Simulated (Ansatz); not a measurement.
**A barrier at the coupled-cluster level**

Start structure (SiH2ClF3, singlet), relaxed at PBE0-D4/def2-TZVP:

Si1  (-0.455, -0.478, -0.624)
Cl2  (1.576, -0.300, -0.619)
F3  (-0.836, -1.472, -1.787)
F4  (-1.072, 0.927, -0.971)
H5  (-0.955, -0.982, 0.653)
H6  (1.240, 1.075, 1.407)
F7  (0.501, 1.230, 1.941)
(Å)

The step: SiHClF₂ ([F][SiH]([F])[Cl]) + HF → SiHF₃ ([F][SiH]([F])[F]) + HCl; bonds formed: Si1–F7, Cl2–H6; bonds broken: Si1–Cl2, H6–F7. Program: Ansatz 0.2.0. Basis: def2-TZVPP and def2-QZVPP. Cores are frozen in the correlated methods. Extrapolation: Hartree–Fock as exp(−7.88 √X), correlation as X^−2.97. Energies below are by CCSD(T) at an estimated basis limit (MP2 extrapolated from triple and quadruple zeta, plus CCSD(T) − MP2 in triple zeta).

(1) What are the electronic barrier and the energy of the step, from the start structure to the end structure? (Judge from chemistry; the value comes from the calculation.)

The T1 diagnostic stays at or below 0.012.

Results:

(1) Computed: Barrier 29.99 kcal/mol; step energy -12.35 kcal/mol (downhill); reverse barrier, their difference, 42.34 kcal/mol. Barrier and step energy count from the start structure, the reverse barrier from the end structure.

The saddle point: One imaginary mode of 649i cm⁻¹.
```json
{"pair": "Si1–F7", "start (Å)": "3.23", "saddle (Å)": "1.80", "end (Å)": "1.58"}
{"pair": "Cl2–H6", "start (Å)": "2.47", "saddle (Å)": "1.46", "end (Å)": "1.28"}
{"pair": "Si1–Cl2", "start (Å)": "2.04", "saddle (Å)": "2.38", "end (Å)": "4.70"}
{"pair": "H6–F7", "start (Å)": "0.92", "saddle (Å)": "1.24", "end (Å)": "2.13"}
```

Zero-point energy (harmonic, PBE0-D4): ZPE is 17.33 kcal/mol at the start and 15.59 kcal/mol at the saddle, so the barrier goes from 29.99 to 28.25 kcal/mol.

Labels in which every atom is bracketed show which atoms are joined, not bond orders.

For scale, one of the runs: CCSD(T)/def2-TZVPP, 205 basis functions, launched by `ansatz run in.yaml --threads 4 --pin off --events-out ev --progress --plain --max-ram 9574MiB`. The run took 96 s on 4 CPU threads of an Arm Neoverse V1 (shared host), with 2.8 GiB of host memory at its peak.
